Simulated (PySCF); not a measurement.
Cartesian coordinates in Å; atom numbers follow the order of the lines, from 1:
```xyz
17

C     1.2183   -1.3055   -1.7149
C     0.6312   -0.4781   -0.8330
O     1.3164    0.3263    0.0167
Si    2.9848    0.4770    0.1695
C    -0.8148   -0.3294   -0.6695
C    -1.8518   -0.9772   -1.3063
C    -3.1259   -0.5426   -0.8631
C    -3.0400    0.4280    0.1042
S    -1.4145    0.8160    0.4791
H     2.3045   -1.3816   -1.7949
H     0.6196   -1.9272   -2.3789
H     3.5825    0.9477   -1.1142
H     3.1772    1.4829    1.2449
H     3.5905   -0.8327    0.5497
H    -1.7001   -1.7433   -2.0673
H    -4.0712   -0.9326   -1.2428
H    -3.8554    0.9354    0.6182
```

Geometry: PBE0-D3(BJ)/def2-SVP; GIAO shifts from PySCF 2.14.0 with density-fitted response routines, gas phase, non-relativistic, averaged over equivalent atoms.

At PBE0/pcSseg-1 (207 basis functions, 2.1 min wall time on 1 thread of an Intel Xeon, shared host):
```
      atoms  δ (ppm)
         C2    160.3
         C5    149.3
         C8    133.9
         C7    132.3
         C6    126.4
         C1     86.3
         O3    106.8
        Si4    -36.3
         S9    226.9
        H15     7.38
        H17     7.07
        H16     7.06
        H11     5.04
H12/H13/H14     4.98
        H10     4.34
```

Chemical shifts δ = σref − σ; TMS for $^{13}$C (σref 184.41), $^{29}$Si (σref 351.99), $^{1}$H (σref 31.27); $^{17}$O (σref 334.56) vs H2O; $^{33}$S (σref 495.66) vs CS2, all at this level.

Q: What do these become at B3LYP/pcSseg-1?

A: 
```csv
atoms,δ at B3LYP/pcSseg-1,change
C2,162.1,+1.8
C5,151.5,+2.2
C8,134.9,+1.0
C7,132.5,+0.2
C6,126.5,+0.1
C1,85.0,-1.3
O3,111.6,+4.8
Si4,-42.1,-5.8
S9,241.3,+14.4
H15,7.26,-0.12
H17,6.94,-0.13
H16,6.94,-0.12
H11,4.91,-0.13
H12/H13/H14,4.87,-0.11
H10,4.21,-0.13
```

Shifts are taken against calculated references (same method and geometry level): TMS for $^{13}$C (σ = 179.24 ppm) and $^{29}$Si (σ = 337.86 ppm) and $^{1}$H (σ = 31.38 ppm); $^{17}$O (σ = 334.04 ppm) vs H2O; $^{33}$S (σ = 485.41 ppm) against CS2.

The largest change is at S9 (aromatic ring sulfur). Cost: 207 basis functions, 97 s wall time on 1 thread of an Intel Xeon, shared host. The order of the carbon signals is the same at both levels.

Experimental scales use liquid or dissolved standards, which lie at an offset from isolated H2O (liquid H2O: subtract about 36 ppm).
